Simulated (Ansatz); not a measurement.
Coupled-cluster run, C₂H₈S₂Sn, SMILES `[CH3][Sn]([CH3])([SH])[SH]`.

```yaml
crystal:
  periodic: [false, false, false]
  atoms:
    - {symbol: C, position_ang: [-0.780844, -1.336811, -1.285031]}
    - {symbol: Sn, position_ang: [-0.147233, 0.074382, 0.182779]}
    - {symbol: C, position_ang: [1.846539, 0.798300, -0.036552]}
    - {symbol: S, position_ang: [-1.535401, 2.047048, 0.162148]}
    - {symbol: S, position_ang: [-0.447948, -1.044853, 2.298359]}
    - {symbol: H, position_ang: [-0.139543, -2.218049, -1.250404]}
    - {symbol: H, position_ang: [-0.723191, -0.882502, -2.274053]}
    - {symbol: H, position_ang: [-1.810204, -1.631403, -1.083404]}
    - {symbol: H, position_ang: [2.067053, 1.500979, 0.766371]}
    - {symbol: H, position_ang: [2.543983, -0.037719, 0.014242]}
    - {symbol: H, position_ang: [1.952055, 1.303323, -0.997247]}
    - {symbol: H, position_ang: [-2.645668, 1.366317, 0.490783]}
    - {symbol: H, position_ang: [-0.179587, 0.061008, 3.012000]}
basis:
  gaussian: {orbitals: def2-TZVPP}
correlation: {method: ccsd_t}
```

```sh
$ ansatz run in.yaml --threads 2 --pin off --events-out ev --progress --plain --max-ram 22528MiB --backend cuda --devices 0, --max-vram 18GiB
```

Output of Ansatz, abridged:

```
Functional definition: HF
1924 factors; integrals over basis functions are off by at most 1.1e-3 eV
mean field evaluation 1: about -29627.3355 eV, gradient 3.7e1 eV
mean field evaluation 2: about -29627.5518 eV, gradient 3.7e1 eV
mean field evaluation 4: about -29631.2561 eV, gradient 3.7e0 eV
mean field evaluation 8: about -29631.3233 eV, gradient 2.8e-1 eV
mean field evaluation 16: about -29631.3238 eV, gradient 1.8e-6 eV
mean field -29631.32376279 eV, -1088.9310634497 hartree, gradient 1.8e-6 eV, S^2 0.000000; 0 other end points of the search recorded, 0 dependent functions left out
16 core orbitals not correlated: weight in the atoms' cores, before any rotation towards them, 1.000 or more for the frozen orbitals, at most 0.000 for the correlated occupied ones
reference -29631.32376279 eV, -1088.9310634497 hartree; 21, 21 occupied and 271, 271 virtual orbitals, 1924 factors
second order -28.47450601 eV of doubles, -0.00000000 eV of singles
cycle   1  -29.12336145 eV  change   -6.5e-1 eV  update   1.1e-1
cycle   2  -29.82535138 eV  change   -7.0e-1 eV  update   3.2e-2
cycle   3  -29.93832252 eV  change   -1.1e-1 eV  update   1.5e-2
cycle   4  -29.92826613 eV  change    1.0e-2 eV  update   3.4e-3
cycle   5  -29.92752902 eV  change    7.4e-4 eV  update   1.4e-3
cycle   6  -29.92749585 eV  change    3.3e-5 eV  update   3.7e-4
cycle   7  -29.92729541 eV  change    2.0e-4 eV  update   1.3e-4
cycle   8  -29.92731280 eV  change   -1.7e-5 eV  update   4.1e-5
perturbative correction -1.20963148 eV, -0.0444531369 hartree
Total energy: -29662.46070707 eV, -1090.0753250467 hartree
```

It took 4.8 s on 2 threads of an AMD EPYC 7R13 on a shared host and a share of an NVIDIA H100 80 GB, with 0.89 GiB of host memory at the peak.

The correlation energy is -31.137 eV, 3.9 % of it from (T); the T1 diagnostic reads 0.0110.
